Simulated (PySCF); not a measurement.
Ga(H)2(F)(OH2), H₄FGaO, singlet, CAM-B3LYP/def2-SVP optimised geometry.

```
7

Ga    -1.27    -0.20     0.00
H     -1.66    -1.31    -1.03
H     -1.65     1.31     0.00
F     -0.92    -0.84     1.64
O      0.83    -0.20     0.00
H      0.99    -0.55     0.89
H      1.66    -0.02    -0.47
```

Density from CAM-B3LYP/def2-TZVP (PySCF) at that geometry.

Minimum of the electron density along straight lines between bonded atoms, close to the bond critical point (lines longer than 1.1 times the sum of covalent radii, or with two minima, are not listed):

```json
[
 {"bond": "Ga1–H2", "length / Å": "1.560", "ρ at the minimum / e bohr⁻³": "0.117", "∇²ρ there / e bohr⁻⁵": "0.15", "position (fraction from the first atom)": "0.60"},
 {"bond": "Ga1–H3", "length / Å": "1.560", "ρ at the minimum / e bohr⁻³": "0.117", "∇²ρ there / e bohr⁻⁵": "0.15", "position (fraction from the first atom)": "0.60"},
 {"bond": "Ga1–F4", "length / Å": "1.795", "ρ at the minimum / e bohr⁻³": "0.118", "∇²ρ there / e bohr⁻⁵": "0.74", "position (fraction from the first atom)": "0.49"},
 {"bond": "O5–H6", "length / Å": "0.973", "ρ at the minimum / e bohr⁻³": "0.341", "∇²ρ there / e bohr⁻⁵": "-2.39", "position (fraction from the first atom)": "0.82"},
 {"bond": "O5–H7", "length / Å": "0.963", "ρ at the minimum / e bohr⁻³": "0.352", "∇²ρ there / e bohr⁻⁵": "-2.46", "position (fraction from the first atom)": "0.81"}
]
```
